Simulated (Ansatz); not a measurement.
`OB(F)O[SiH3]` + `BS` → `BS[SiH3]` + `OB(O)F`  (ligand exchange at the Si–O bond)

Isolated molecules relaxed with PBE0-D4/def2-TZVP in Ansatz; ΔE leaves out vibrations. CCSD(T)/CBS adds triple-zeta CCSD(T) − MP2 to the extrapolated MP2 energy (def2 sets, frozen cores). This one scheme is used for every species. Functionals use def2-TZVPP. HSE06 is defined as in plane-wave codes. Each species was taken in one conformer, which may not be the lowest.

(1) Is it downhill or uphill in electronic energy at CCSD(T)/CBS, and by how much? (Best estimate.)

(2) What do these levels give: BHLYP-D4, CAM-B3LYP-D4, B2PLYP, HSE06, BHLYP, CAM-B3LYP, LC-ωPBE, RPA@PBE/def2-TZVPP, MP2/def2-SVP, CCSD(T)/def2-TZVPP, HF/CBS(def2), MP2/CBS(def2)? (Estimate.)

Largest T1 diagnostic among the species: 0.015.

## Answers

(1) Ansatz gave: Uphill: ΔE = +39.3 kJ/mol.

(2) Computed: BHLYP-D4 48.1, CAM-B3LYP-D4 48.8, B2PLYP 44.3, HSE06 30.4, BHLYP 50.7, CAM-B3LYP 49.9, LC-ωPBE 36.4, RPA@PBE/def2-TZVPP 45.6, MP2/def2-SVP 38.2, CCSD(T)/def2-TZVPP 41.8, HF/CBS(def2) 59.8, MP2/CBS(def2) 36.2 kJ/mol.

From BLYP to BHLYP (50 % exact exchange), in def2-TZVPP and without D4, ΔE moves by +7.0 kJ/mol. Leaving LDA and LC-ωPBE aside and taking each functional with its dispersion term where it has one, the values, not all of them listed here, spread over 23.8 kJ/mol, from revPBE-D4 to CAM-B3LYP-D4.
